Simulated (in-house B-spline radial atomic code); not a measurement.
Ionisation energies along the 27-electron series, configuration [Ar] 3d9, as differences of self-consistent energies. Dirac energy differences include first-order Breit, QED and recoil terms. NIST's values go from ground level to ground level; the uncertainty of those that are theory runs from under 0.1 % in few-electron ions to several per cent in heavy many-electron ones. Computed with a B-spline radial code for spherical atoms: Dirac-Hartree-Fock, average of the configuration, finite nuclei.

```json
{"ion": "Ni+", "configuration after": "[Ar] 3d8", "ionisation energy (eV)": "16.6", "IE/(q+1)² (eV)": "4.153", "Breit and QED recoil part (eV)": "0.0071344", "tabulated value (eV)": "18.16884", "tabulated kind": "measured", "computed minus tabulated (eV)": "-1.6"}
{"ion": "Cu2+", "configuration after": "[Ar] 3d8", "ionisation energy (eV)": "35.8", "IE/(q+1)² (eV)": "3.9825", "Breit and QED recoil part (eV)": "0.0094279", "tabulated value (eV)": "36.841", "tabulated kind": "measured", "computed minus tabulated (eV)": "-1.0"}
{"ion": "Zn3+", "configuration after": "[Ar] 3d8", "ionisation energy (eV)": "?", "IE/(q+1)² (eV)": "?", "Breit and QED recoil part (eV)": "?", "tabulated value (eV)": "?", "tabulated kind": "measured", "computed minus tabulated (eV)": "?"}
{"ion": "Ga4+", "configuration after": "[Ar] 3d8", "ionisation energy (eV)": "85.9", "IE/(q+1)² (eV)": "3.4345", "Breit and QED recoil part (eV)": "0.0083631", "tabulated value (eV)": "86.01", "tabulated kind": "semi-empirical", "computed minus tabulated (eV)": "-0.1"}
{"ion": "Ge5+", "configuration after": "[Ar] 3d8", "ionisation energy (eV)": "116.2", "IE/(q+1)² (eV)": "3.2264", "Breit and QED recoil part (eV)": "0.0050638", "tabulated value (eV)": "115.9", "tabulated kind": "semi-empirical", "computed minus tabulated (eV)": "0.3"}
{"ion": "As6+", "configuration after": "[Ar] 3d8", "ionisation energy (eV)": "149.8", "IE/(q+1)² (eV)": "3.0569", "Breit and QED recoil part (eV)": "-0.00011091", "tabulated value (eV)": "147", "tabulated kind": "tabulated theory", "computed minus tabulated (eV)": "2.8"}
{"ion": "Se7+", "configuration after": "[Ar] 3d8", "ionisation energy (eV)": "186.7", "IE/(q+1)² (eV)": "2.9171", "Breit and QED recoil part (eV)": "-0.0072481", "tabulated value (eV)": "184", "tabulated kind": "tabulated theory", "computed minus tabulated (eV)": "2.7"}
{"ion": "Br8+", "configuration after": "[Ar] 3d8", "ionisation energy (eV)": "226.8", "IE/(q+1)² (eV)": "2.8004", "Breit and QED recoil part (eV)": "-0.016435", "tabulated value (eV)": "224", "tabulated kind": "tabulated theory", "computed minus tabulated (eV)": "2.8"}
{"ion": "Kr9+", "configuration after": "[Ar] 3d8", "ionisation energy (eV)": "270.2", "IE/(q+1)² (eV)": "2.7015", "Breit and QED recoil part (eV)": "-0.027786", "tabulated value (eV)": "268", "tabulated kind": "tabulated theory", "computed minus tabulated (eV)": "2.2"}
{"ion": "Rb10+", "configuration after": "[Ar] 3d8", "ionisation energy (eV)": "316.6", "IE/(q+1)² (eV)": "2.6168", "Breit and QED recoil part (eV)": "-0.041417", "tabulated value (eV)": "313.1", "tabulated kind": "tabulated theory", "computed minus tabulated (eV)": "3.5"}
{"ion": "Sr11+", "configuration after": "[Ar] 3d8", "ionisation energy (eV)": "366.3", "IE/(q+1)² (eV)": "2.5435", "Breit and QED recoil part (eV)": "-0.057448", "tabulated value (eV)": "362", "tabulated kind": "tabulated theory", "computed minus tabulated (eV)": "4.3"}
{"ion": "Zr13+", "configuration after": "[Ar] 3d8", "ionisation energy (eV)": "474.9", "IE/(q+1)² (eV)": "2.4228", "Breit and QED recoil part (eV)": "-0.09723", "tabulated value (eV)": "470", "tabulated kind": "tabulated theory", "computed minus tabulated (eV)": "4.9"}
{"ion": "Nb14+", "configuration after": "[Ar] 3d8", "ionisation energy (eV)": "533.8", "IE/(q+1)² (eV)": "2.3726", "Breit and QED recoil part (eV)": "-0.12123", "tabulated value (eV)": "530", "tabulated kind": "tabulated theory", "computed minus tabulated (eV)": "3.8"}
{"ion": "Mo15+", "configuration after": "[Ar] 3d8", "ionisation energy (eV)": "?", "IE/(q+1)² (eV)": "?", "Breit and QED recoil part (eV)": "?", "tabulated value (eV)": "?", "tabulated kind": "tabulated theory", "computed minus tabulated (eV)": "?"}
{"ion": "Tc16+", "configuration after": "[Ar] 3d8", "ionisation energy (eV)": "?", "IE/(q+1)² (eV)": "?", "Breit and QED recoil part (eV)": "?", "tabulated value (eV)": "?", "tabulated kind": "tabulated theory", "computed minus tabulated (eV)": "?"}
{"ion": "Ru17+", "configuration after": "[Ar] 3d8", "ionisation energy (eV)": "729.3", "IE/(q+1)² (eV)": "2.2509", "Breit and QED recoil part (eV)": "-0.2113", "tabulated value (eV)": "723", "tabulated kind": "tabulated theory", "computed minus tabulated (eV)": "6.3"}
{"ion": "Rh18+", "configuration after": "[Ar] 3d8", "ionisation energy (eV)": "800.6", "IE/(q+1)² (eV)": "2.2177", "Breit and QED recoil part (eV)": "-0.24781", "tabulated value (eV)": "794", "tabulated kind": "tabulated theory", "computed minus tabulated (eV)": "6.6"}
{"ion": "Pd19+", "configuration after": "[Ar] 3d8", "ionisation energy (eV)": "875.0", "IE/(q+1)² (eV)": "2.1874", "Breit and QED recoil part (eV)": "-0.28777", "tabulated value (eV)": "869", "tabulated kind": "tabulated theory", "computed minus tabulated (eV)": "6.0"}
{"ion": "Ag20+", "configuration after": "[Ar] 3d8", "ionisation energy (eV)": "952.4", "IE/(q+1)² (eV)": "2.1597", "Breit and QED recoil part (eV)": "-0.33133", "tabulated value (eV)": "946", "tabulated kind": "tabulated theory", "computed minus tabulated (eV)": "6.4"}
{"ion": "Cd21+", "configuration after": "[Ar] 3d8", "ionisation energy (eV)": "1033.0", "IE/(q+1)² (eV)": "2.1342", "Breit and QED recoil part (eV)": "-0.37861", "tabulated value (eV)": "1026", "tabulated kind": "tabulated theory", "computed minus tabulated (eV)": "7.0"}
{"ion": "In22+", "configuration after": "[Ar] 3d8", "ionisation energy (eV)": "1116.6", "IE/(q+1)² (eV)": "2.1107", "Breit and QED recoil part (eV)": "-0.42979", "tabulated value (eV)": "1109", "tabulated kind": "tabulated theory", "computed minus tabulated (eV)": "7.6"}
{"ion": "Sn23+", "configuration after": "[Ar] 3d8", "ionisation energy (eV)": "1203.2", "IE/(q+1)² (eV)": "2.0889", "Breit and QED recoil part (eV)": "-0.48497", "tabulated value (eV)": "1195", "tabulated kind": "tabulated theory", "computed minus tabulated (eV)": "8.2"}
```

Q: Fill in the row of Zn3+.

A: ionisation energy (eV): 59.0; IE/(q+1)² (eV): 3.6896; Breit and QED recoil part (eV): 0.0098241; tabulated value (eV): 59.573; computed minus tabulated (eV): -0.5.

Q: Fill in the row of Mo15+.

A: ionisation energy (eV): 595.9; IE/(q+1)² (eV): 2.3277; Breit and QED recoil part (eV): -0.14815; tabulated value (eV): 591; computed minus tabulated (eV): 4.9.

Q: Fill in the row of Tc16+.

A: ionisation energy (eV): 661.1; IE/(q+1)² (eV): 2.2874; Breit and QED recoil part (eV): -0.17814; tabulated value (eV): 655; computed minus tabulated (eV): 6.1.

Where a p, d or f electron is removed, the computed value is a mean over both j, so it misses the tabulated one by a part of the spin-orbit splitting; averaging over terms and missing correlation add to the gap, relatively most at low charge.
